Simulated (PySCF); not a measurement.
C₃H₇O₂, SMILES [CH2]C(O)CO, multiplicity 2.

The structure is a stationary point at B3LYP-D3(BJ)/def2-SVP. The isomer is the one that the SMILES or the coordinates give; other isomers of the formula were not compared. One conformer was computed; it need not be the lowest.

Level of theory: B3LYP-D3(BJ)/def2-SVP run with PySCF 2.14.0.

No scaling factor is applied to the harmonic values.

Computed normal modes with their intensities:
```
mode  ν (cm⁻¹)  IR (km/mol)  moving atoms (share of kinetic energy)
----  --------  -----------  --------------------------------------
1          134          1.8                  H 60 %, O 28 %, C 13 %
2          150          7.4                  H 62 %, O 26 %, C 12 %
3          252          2.4                  O 60 %, H 21 %, C 19 %
4          335         41.8                                  H 87 %
5          390         22.2                  H 50 %, C 29 %, O 20 %
6          412         19.3                  H 58 %, C 23 %, O 19 %
7          465         58.0                   H 56 %, C 35 %, O 9 %
8          528        134.8                          H 81 %, O 13 %
9          731         26.7                  C 61 %, O 26 %, H 13 %
10         844         16.1                  C 62 %, H 28 %, O 10 %
11         916         10.5                  H 55 %, C 34 %, O 11 %
12         967         35.2                  H 47 %, C 37 %, O 16 %
13        1037         19.1                  H 50 %, C 38 %, O 12 %
14        1119         69.1                  H 44 %, C 33 %, O 23 %
15        1148         21.0                  H 44 %, C 40 %, O 16 %
16        1204        101.6                          H 79 %, C 13 %
17        1224         10.6                          H 82 %, C 14 %
18        1302         20.3                          H 59 %, C 38 %
19        1359          4.9                          H 77 %, C 19 %
20        1387          3.2                          H 80 %, C 18 %
21        1431         75.4                          H 74 %, C 21 %
22        1444          6.7                          H 65 %, C 34 %
23        1495          1.6                           H 91 %, C 9 %
24        2883         47.4                                  H 93 %
25        2932        113.4                                  H 93 %
26        3068         34.0                           H 92 %, C 8 %
27        3156          3.3                                  H 96 %
28        3280          2.4                          H 89 %, C 11 %
29        3748         51.6                                  H 94 %
30        3806         24.0                                  H 94 %
```
